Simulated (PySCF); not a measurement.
CF2I, doublet (typed; the unrestricted solution is spin-contaminated), at a GFN2-xTB geometry (core potentials on I), with bond 1-2 at 2.0 times its length. Base run: B3LYP/def2-SVP (PySCF).

Here is a job for PySCF.
```python
from pyscf import gto, scf, dft

mol = gto.Mole()
mol.atom = '''
    F    -2.609783   -2.114670   -0.464486
    C    -1.271159    0.029734    0.322258
    F    -1.897433    1.116629   -0.100563
    I     0.795624   -0.015959   -0.007329
'''
mol.basis = 'def2-svp'
mol.ecp = {'I': 'def2-svp'}
mol.charge = 0
mol.spin = 1
mol.verbose = 4
mol.build()

mf = dft.UKS(mol)
mf.xc = 'b3lyp'
mf.kernel()
mf.analyze()
```

Variants of this job, named by their change:

| change | ΔE vs base (mEh) | SCF cycles | <S^2> | outcome |
|---|---|---|---|---|
| base | 0.000 | 27 | 0.868 | converged |
| diis = off; damp = 0.6 (with mf.diis_start_cycle = 200; with mf.max_cycle = 150) | - | 150 | - | not converged |
| level_shift = 1.0 (with mf.max_cycle = 100) | 0.000 | 97 | 0.868 | converged |
| diis_space = 2 | - | 50 | - | not converged |
| level_shift = 0.3 (with mf.max_cycle = 100) | 0.000 | 44 | 0.868 | converged |
| diis_space = 4 | 0.000 | 40 | 0.868 | converged |
| init_guess = atom | 0.000 | 26 | 0.868 | converged |
| damp = 0.5; diis_start_cycle = 5 | 0.000 | 34 | 0.868 | converged |
| DIIS = ADIIS | - | 50 | - | not converged |
| solver = newton; init_guess = 1e | 0.000 | - | 0.868 | converged |
| solver = newton | 0.000 | - | 0.868 | converged |
| conv_tol_grad = 1e-3 | 0.000 | 27 | 0.868 | converged |
| level_shift = 0.5 (with mf.max_cycle = 100) | 0.000 | 66 | 0.868 | converged |

Open shells are given as the SCF converged; they aren't shown to be the lowest states, and a large step between rows can be another state.
